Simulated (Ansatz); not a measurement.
The Ansatz (a first-principles code) input:
Ansatz 0.2 input:
```yaml
crystal:
  periodic: [false, false, false]
  atoms:
    - {symbol: F, position_ang: [0.46630000, 0.00000000, 0.00000000]}
    - {symbol: H, position_ang: [-0.46630000, 0.00000000, 0.00000000]}
basis:
  gaussian:
    orbitals: STO-3G
hamiltonian:
  xc: pbe0
total_charge: -1
magnetization: {spin_polarized: true, initial_magnetization: 1}
```

Task: What total energy does PBE0/STO-3G run with Ansatz give?

Result: -98.2563 Eh

Task: Estimate the number of basis functions that PBE0/STO-3G returns for this input.

Result: 6

Task: Predict the <S^2> from PBE0/STO-3G.

Result: 0.750

A gas-phase anion may not be bound at this level; its values then depend on the basis.
